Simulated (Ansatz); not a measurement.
## Match the barriers

Saddle point of SiH5SBrO, closed shell (SiH₄SO ([OH][SiH2][SH]) + HBr → SiH₃BrO ([OH][SiH2][Br]) + H₂S; bonds formed: Si1–Br7, S2–H6; bonds broken: Si1–S2, H6–Br7), PBE0-D4/def2-TZVP structure:

```
9
angstrom
Si -0.2440 -0.7330 -0.3156
S 0.6219 0.0825 1.7394
H -1.2007 -1.5335 0.5045
H 0.7722 -1.6878 -0.7945
O -1.3419 0.0789 -1.2058
H 1.2951 1.0622 1.0452
Br 1.4846 1.1288 -1.2102
H -0.4540 0.8480 1.9997
H -0.9329 0.7540 -1.7628
```

Computed with Ansatz 0.2.0 (basis: def2-TZVPP, with def2-QZVPP for the basis limit); correlated methods freeze the cores. Filled d shells of the heavier atoms are correlated. The def2 sets are not built for correlating such inner shells, so the correlated values are less sure here. Extrapolation: Hartree–Fock as exp(−7.88 √X), correlation as X^−2.97. Four methods, as single points on the PBE0-D4 structures, gave these electronic barriers from the start structure: 67.8, 86.7, 102.4, 125.0 kJ/mol.

Problem. The methods were, in alphabetical order, BHLYP-D4, HF, r2SCAN-D4, SPW92. Which gave which? (A judgement: the text doesn't fix the answer.)

Solution. Computed: SPW92 67.8; r2SCAN-D4 86.7; BHLYP-D4 102.4; HF 125.0 kJ/mol. For comparison, CCSD(T) at an estimated basis limit (MP2 extrapolated from triple and quadruple zeta, plus CCSD(T) − MP2 in triple zeta) gives 96.9 kJ/mol.

The T1 diagnostic stays at or below 0.011.

Labels in which every atom is bracketed show which atoms are joined, not bond orders.

For scale, one of the runs: CCSD(T)/def2-TZVPP, 233 basis functions, launched by `ansatz run in.yaml --threads 8 --pin off --events-out ev --progress --plain --max-ram 19148MiB`. The run took 100 s on 8 CPU threads of an Arm Neoverse V1 (shared host), with 4 GiB of host memory at its peak.
